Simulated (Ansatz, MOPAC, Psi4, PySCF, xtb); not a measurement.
Donor–acceptor adduct: BH3 (SMILES B) (first 4 atoms) with C2H6O (SMILES COC); geometry from B3LYP-D3(BJ)/def2-TZVP, rigid monomers moved along the line of their centres of mass till B1···O6 is 2.31 Å.
(charge 0, multiplicity 1):
```xyz
13

B      0.1492     0.2265     1.0946
H      1.2806     0.5130     0.8058
H     -0.6860     1.0199     0.7503
H     -0.1438    -0.9313     0.9009
C     -1.1976     0.1175     3.9835
O      0.1043     0.3054     3.4044
C      1.1190    -0.4824     4.0488
H     -1.1440     0.3494     5.0468
H     -1.5264    -0.9118     3.8272
H     -1.8649     0.8032     3.4728
H      1.1296    -0.2381     5.1106
H      2.0609    -0.2146     3.5824
H      0.9142    -1.5442     3.8972
```

```json
[
 {"level": "AM1", "interaction energy (kJ/mol)": "-19.6"},
 {"level": "PM3", "interaction energy (kJ/mol)": "-49.3"},
 {"level": "PM6", "interaction energy (kJ/mol)": "-42.6"},
 {"level": "PM7", "interaction energy (kJ/mol)": "-37.5"},
 {"level": "GFN1-xTB", "interaction energy (kJ/mol)": "-43.8"},
 {"level": "GFN2-xTB", "interaction energy (kJ/mol)": "-40.9"},
 {"level": "HF/STO-3G (no counterpoise)", "interaction energy (kJ/mol)": "-78.8"},
 {"level": "HF/3-21G (no counterpoise)", "interaction energy (kJ/mol)": "-88.4"},
 {"level": "HF/6-31G*", "interaction energy (kJ/mol)": "-50.6"},
 {"level": "HF/6-31G* (no counterpoise)", "interaction energy (kJ/mol)": "-56.2"},
 {"level": "HF/aug-cc-pVDZ", "interaction energy (kJ/mol)": "-47.0"},
 {"level": "PBE/def2-TZVPPD", "interaction energy (kJ/mol)": "-67.4"},
 {"level": "PBE-D3(BJ)/def2-TZVPPD", "interaction energy (kJ/mol)": "-73.5"},
 {"level": "PBE-D4/def2-TZVPPD", "interaction energy (kJ/mol)": "-73.8"},
 {"level": "BP86/6-31G* (no counterpoise)", "interaction energy (kJ/mol)": "-73.2"},
 {"level": "r2SCAN/def2-TZVPPD", "interaction energy (kJ/mol)": "-71.0"},
 {"level": "r2SCAN-D3(BJ)/def2-TZVPPD", "interaction energy (kJ/mol)": "-73.2"},
 {"level": "r2SCAN-D4/def2-TZVPPD", "interaction energy (kJ/mol)": "-73.0"},
 {"level": "B3LYP/3-21G (no counterpoise)", "interaction energy (kJ/mol)": "-104.9"},
 {"level": "B3LYP/6-31G*", "interaction energy (kJ/mol)": "-61.4"},
 {"level": "B3LYP/6-31G* (no counterpoise)", "interaction energy (kJ/mol)": "-70.1"},
 {"level": "B3LYP/6-311+G** (no counterpoise)", "interaction energy (kJ/mol)": "-61.9"},
 {"level": "B3LYP/def2-TZVPPD", "interaction energy (kJ/mol)": "-58.7"},
 {"level": "B3LYP-D3(BJ)/def2-TZVPPD", "interaction energy (kJ/mol)": "-68.4"},
 {"level": "B3LYP-D4/def2-TZVPPD", "interaction energy (kJ/mol)": "-68.5"},
 {"level": "PBE0/def2-TZVPPD", "interaction energy (kJ/mol)": "-64.1"},
 {"level": "PBE0-D3(BJ)/def2-TZVPPD", "interaction energy (kJ/mol)": "-69.7"},
 {"level": "PBE0-D4/def2-TZVPPD", "interaction energy (kJ/mol)": "-69.7"},
 {"level": "M06-2X/6-31G* (no counterpoise)", "interaction energy (kJ/mol)": "-77.8"},
 {"level": "wB97X-V/def2-TZVPPD", "interaction energy (kJ/mol)": "-67.9"},
 {"level": "wB97M-V/def2-TZVPPD", "interaction energy (kJ/mol)": "-69.4"},
 {"level": "MP2/6-31G*", "interaction energy (kJ/mol)": "-62.8"},
 {"level": "MP2/6-31G* (no counterpoise)", "interaction energy (kJ/mol)": "-75.4"},
 {"level": "MP2/aug-cc-pVDZ", "interaction energy (kJ/mol)": "-65.3"},
 {"level": "SCS-MP2/aug-cc-pVDZ", "interaction energy (kJ/mol)": "-60.6"},
 {"level": "CCSD/aug-cc-pVDZ", "interaction energy (kJ/mol)": "-61.2"},
 {"level": "CCSD(T)/aug-cc-pVDZ", "interaction energy (kJ/mol)": "-64.0"},
 {"level": "SAPT0/jun-cc-pV(D+d)Z", "interaction energy (kJ/mol)": "-62.8"}
]
```

The rows run from -104.9 (B3LYP/3-21G (no counterpoise)) to -19.6 kJ/mol (AM1). In aug-cc-pVDZ the value moves HF -47.0, MP2 -65.3, CCSD -61.2, CCSD(T) -64.0, a shift of -17.0 from HF to CCSD(T). The dispersion term adds -6.1 in PBE-D3(BJ), -6.3 in PBE-D4, -2.2 in r2SCAN-D3(BJ). The 6 functionals in def2-TZVPPD without D3 or D4 span 12.3, from r2SCAN to B3LYP.

Counterpoise-corrected where a basis set is named; no monomer relaxation. Rows marked so take none.

Correlated levels freeze the cores. Rows in 3-21G, 6-311+G**, 6-31G*, STO-3G carry no dispersion term and start afresh at each structure (6-31G* with six Cartesian d functions). MP2/6-31G* freezes PySCF's default core. The state that AM1, PM3, PM6, PM7 reach isn't checked; PM7 holds dispersion and hydrogen-bond terms.

Run with Ansatz (Gaussian orbitals); MOPAC for AM1, PM3, PM6, PM7 (differences of heats of formation); Psi4 for SAPT; PySCF for 3-21G rows, 6-311+G** rows, 6-31G* rows, STO-3G rows, the dispersion terms; xtb for the GFN methods. Each number belongs to the level named beside it.

Ansatz is a quantum-chemistry and plane-wave program.
